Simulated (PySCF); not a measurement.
Dipole response of Ti (titanium, neutral)

[Ar] 3d2 4s2, high-spin 3F determinant. Computed with PySCF 2.14 in dyall-av2z, with the non-relativistic Hamiltonian (point nucleus). Coupled (time-dependent) response in atomic units; α is the mean over directions. A double-zeta set is small for polarisabilities.

```json
{"method": "UHF", "mean α (bohr³)": "159.3", "C₆ (like pair)": "1777", "S(−4)": "159400"}
{"method": "PBE", "mean α (bohr³)": "105.5", "C₆ (like pair)": "1211", "S(−4)": "6029"}
{"method": "PBE0", "mean α (bohr³)": "111.0", "C₆ (like pair)": "1302", "S(−4)": "6720"}
```

S(−4) is the Cauchy moment in α(ω) = α(0) + S(−4) ω² + …

Reference α: 87 ± 10 bohr³ (recommended; Schwerdtfeger and Nagle, table of static dipole polarizabilities (2023 update)). Published C₆: 1044 (Chu and Dalgarno (2004); Tang, Norbeck and Certain (1976)).

Hartree-Fock lies above the reference because it lacks correlation, which contracts the outer shell.

α(iu) at PBE:

```tsv
u (hartree)	α(iu) (bohr³)
0	105.5
0.0500	92.74
0.100	69.31
0.200	36.35
0.300	21.55
0.500	10.62
0.750	6.118
1.00	4.164
1.50	2.404
2.00	1.599
3.00	0.8668
5.00	0.3779
```

A single London oscillator, α(iu) = α/(1 + u²/ω²), gives C₆ = (3/4) ω α². Matching the computed C₆ needs ω = 4 × 1211 / (3 × 105.5²) = 0.145 hartree.
